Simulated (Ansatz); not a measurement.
Na11⁺, relaxed as a singlet with RKS PBE/def2-SVP in Ansatz, starting from the GFN1-xTB geometry. Force threshold 0.02 eV/Å.

The restricted singlet is unstable towards broken spin symmetry in Hartree–Fock (as tested in another run); at PBE/def2-SVP this wasn't settled. Another isomer (singlet) lies 0.73 eV lower at PBE0/def2-TZVP; other spin states weren't run for this one.

Start:

```xyz
11

Na   -2.014   -0.969    1.070
Na   -3.736   -0.041    3.842
Na    3.608   -0.276   -4.534
Na    4.264    2.045   -2.266
Na    1.772   -0.119   -2.023
Na   -3.400   -3.527   -0.653
Na    1.713    2.192    1.167
Na   -0.576   -2.329   -2.066
Na   -0.912    1.587    3.132
Na   -4.927   -2.452    2.021
Na    4.208    3.889    0.312
```

```csv
step,energy (eV),largest force component (eV/Å),SCF passes
1,-48523.6923,0.280,21
2,-48523.7754,0.232,22
3,-48523.8994,0.095,21
4,-48523.9518,0.046,21
5,-48523.9777,0.036,22
6,-48524.0042,0.053,22
7,-48524.0401,0.064,22
8,-48524.0830,0.065,23
9,-48524.1253,0.051,23
10,-48524.1529,0.026,23
11,-48524.1533,0.049,22
12,-48524.1585,0.013,21
13,-48524.1594,0.006,22
14,-48524.1605,0.008,21
15,-48524.1648,0.018,21
```

Force components are those of the run's own axes.

End:

Cartesian coordinates in Å:
```
Na -2.022 -1.293 0.751
Na -3.710 -0.059 3.703
Na 2.366 -0.424 -3.977
Na 4.173 1.624 -1.812
Na 0.794 0.618 -0.953
Na -3.192 -4.017 -1.060
Na 2.629 2.547 1.441
Na -0.343 -2.389 -2.259
Na -0.783 1.633 2.187
Na -4.961 -2.690 1.937
Na 5.049 4.449 0.043
```

Bonds formed: Na1–Na5, Na3–Na8, Na4–Na7, Na5–Na9 (atoms count from 1).

The force fell under the threshold at step 12, but the optimiser went on and released 0.006 eV more. No frequencies were taken in this run, so the end may be a saddle point.

Run time 36 s (4 threads of Intel Xeon Platinum 8488C on a shared host).
